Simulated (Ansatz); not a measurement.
Ligands exchanged one at a time, In F-CH3. All species are isolated molecules in the gas phase. Strings in code marks are SMILES.

Quantity: redistribution energy (mixed species minus the weighted end members), in kcal/mol.

Case: 2 of 3 F replaced by CH3: `[CH3][In]([F])[CH3]`. The other species in the difference include `[F][In]([F])[F]` (neutral, multiplicity 1). Geometry of `[CH3][In]([F])[CH3]` (neutral, multiplicity 1, Å):

```xyz
10

C      2.0553    -0.1408     0.1620
In    -0.0127     0.2130    -0.3190
C     -2.0441    -0.1714     0.2814
F     -0.0619     1.3499    -1.9585
H      2.4150     0.6756     0.7884
H      2.6211    -0.1492    -0.7675
H      2.1873    -1.0817     0.6927
H     -2.2374    -1.2434     0.2919
H     -2.2210     0.2251     1.2807
H     -2.7042     0.3169    -0.4320
```

Question: Give the redistribution energy (mixed species minus the weighted end members) at the level frozen-core MP2/def2-TZVPP // B3LYP-D3(BJ)/def2-TZVP (Ansatz, an electronic-structure program).

Answer: -9.91 kcal/mol.
